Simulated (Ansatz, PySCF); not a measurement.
Molecule: GeH₂, charge -1, multiplicity 2. 
Coordinates optimised at B3LYP-D3(BJ)/def2-TZVP (Ansatz, a first-principles code):
```xyz
3

Ge    -0.0026    -0.0015     0.0675
H      0.0175    -1.1399    -1.1063
H      0.0667     1.1878    -1.0527
```
Charge -1, spin multiplicity 2.

Total electronic energies in hartree. Valence correlation only, unless marked. UHF or UKS for open shells. Spin-orbit coupling is left out. Frozen are the shells of the preceding noble gas and the d and f shells that filled before the atom's block. Non-relativistic. CBS(X,Y): correlation extrapolated as X^-3; Hartree-Fock from the larger set.

```json
[
 {"level": "HF/6-31G*", "program": "Ansatz", "energy (Eh)": "-2076.20039"},
 {"level": "HF/aug-cc-pVDZ", "program": "Ansatz", "energy (Eh)": "-2076.46700"},
 {"level": "BLYP-D3(BJ)/def2-TZVPD", "program": "Ansatz + dftd3", "energy (Eh)": "-2078.23369"},
 {"level": "BLYP/def2-TZVPD", "program": "Ansatz", "energy (Eh)": "-2078.23164"},
 {"level": "TPSS-D3(BJ)/def2-TZVPD", "program": "PySCF + dftd3", "energy (Eh)": "-2078.15404"},
 {"level": "M06-L/def2-TZVPD", "program": "PySCF", "energy (Eh)": "-2078.11763"},
 {"level": "CAM-B3LYP-D4/def2-TZVPD", "program": "Ansatz + dftd4", "energy (Eh)": "-2078.29929"},
 {"level": "RI-MP2/aug-cc-pVQZ", "program": "Ansatz", "energy (Eh)": "-2076.66904"},
 {"level": "CCSD(T)/CBS(aug-cc-pVTZ,aug-cc-pVQZ)", "program": "Ansatz", "energy (Eh)": "-2076.6999"}
]
```

Totals of different functionals don't rank their quality; only differences between species are comparable.
